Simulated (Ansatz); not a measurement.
Ideal-gas functions of `F[C@H]1B[C@@H]1F` at 600 K and 1 bar, from an Ansatz frequency run at PBE0-D4/def2-TZVP.

Molar mass 75.85 g/mol, point group C2 (symmetry number 2), electronic degeneracy 1, moments of inertia 49.761, 134.82, 169.746 u Å². Harmonic wavenumbers (cm⁻¹, unscaled): 247, 254, 308, 410, 597, 787, 815, 841, 982, 1035, 1105, 1150, 1236, 1281, 1490, 2754, 3020, 3035.

Use S(trans) = R[1.5 ln M + 2.5 ln T − 1.1517]; rotational temperatures θ = 24.2544 K / I; S(rot) = R[ln(√π/σ · √(T³/θAθBθC)) + 1.5]; for each mode x = 1.438777 ν̃/T, S = R[x/(eˣ − 1) − ln(1 − e⁻ˣ)] and H = RT x/(eˣ − 1); 1 cm⁻¹ = 0.0119627 kJ/mol; R = 8.31446 J/(mol·K).

Problem. By hand: the entropy, in J/(mol·K).

Solution. Translation 177.4. Rotation: θ = 0.4874, 0.1799, 0.1429 K, giving 109.5. Vibration, mode by mode: 12.79, 12.56, 11.02, 8.78, 6.01, 4.17, 3.95, 3.76, 2.88, 2.61, 2.28, 2.10, 1.78, 1.64, 1.09, 0.09, 0.05, 0.05, in all 77.6. Electronic 0.0. Sum 364.5 J/(mol·K).

Problem. By hand: H − E and G − E in kJ/mol, counted from the electronic energy.

Solution. Zero-point energy ½ × 21347 × 0.0119627 = 127.7; thermal vibration 27.1; translation, rotation and pV give 4 RT = 20.0. H − E = 174.8 kJ/mol, and G − E = 174.8 − 600 × 364.5/1000 = -43.9 kJ/mol.

Vibration gives 21 % of the entropy. The sum counts one conformer and one mirror image; others add a mixing term.
